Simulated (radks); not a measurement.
The numbers below are computed, except where a source is named.
The magnesium ion Mg2+ inside a hard spherical wall (all orbitals vanish at R), configuration held at [Ne] and not refilled when levels cross. Code: a radial shooting solver on a logarithmic mesh with Libxc functionals. Model: non-relativistic Kohn-Sham, PBE, spin-unpolarised, spherical densities, point nucleus. Eigenvalues in eV, with the zero of energy where the potential of the charges vanishes at infinity; a dash marks a level that is unbound or too diffuse for the functional's potential to be trusted. A positive occupied level is held by the wall or, in an anion where self-interaction has pushed it up, behind a barrier. The pressure on the wall is -dE/dV.

R (bohr)  E (hartree)  kinetic (hartree)    e(1s)    e(2s)    e(2p)  e(3s, empty)  e(3p, empty)  pressure (GPa)
free       -199.11174            198.777  -1277.7  -99.644  -66.718             -             -               0
20         -199.11174            198.777  -1277.7  -99.644  -66.718             -             -        < 0.0001
5          -199.11173            198.777  -1277.7  -99.643  -66.718       -17.796       -11.739        0.000714
4          -199.11163            198.778  -1277.7  -99.638  -66.712       -16.065        -9.017          0.0637
3          -199.10600            198.838  -1277.4  -99.464  -66.514        -7.948         1.061            5.84
2          -198.83902            200.592  -1271.2  -95.447  -61.897        38.556        48.265             613
1.5        -197.22035            208.003  -1250.0  -80.281  -45.338        138.64        138.26            7730
